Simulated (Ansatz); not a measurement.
Frontier orbitals of `[BH2][AlH][CH2]CO`.

```xyz
13

B    -2.244    0.398   -1.366
Al   -0.239   -0.262   -1.553
C     1.021   -0.273   -0.036
C     0.478    0.194    1.297
O     1.456    0.285    2.318
H    -2.576    1.540   -1.525
H    -3.150   -0.341   -1.091
H     0.316   -0.775   -2.960
H     1.883    0.345   -0.322
H     1.414   -1.298    0.048
H    -0.346   -0.461    1.620
H     0.064    1.202    1.215
H     1.921   -0.554    2.357
```

The species carries charge 0 and has multiplicity 1. All single points use the PBE0-D4/def2-TZVP geometry. It is one conformer, not always the lowest. Basis def2-TZVPP, the Gaussian-basis code of Ansatz.

Orbital energies of one run (eV). Highest occupied ones, from the top: -6.89, -7.26, -7.89, -9.07, -9.38, -10.14, -10.27, -11.59, -12.30, -13.63, -13.72, -16.95, -20.32, -28.08. Empty: -2.73, -1.65, 0.23, 1.04, 1.27, 1.88.

(1) Which functional gave them?
A. PBE0
B. r2SCAN0
C. HSE06 (plane-wave form)
D. revPBE

Results:

(1) C. HOMO energies: HSE06 -6.89, revPBE -5.92, r2SCAN0 -7.45, PBE0 -7.29 eV.
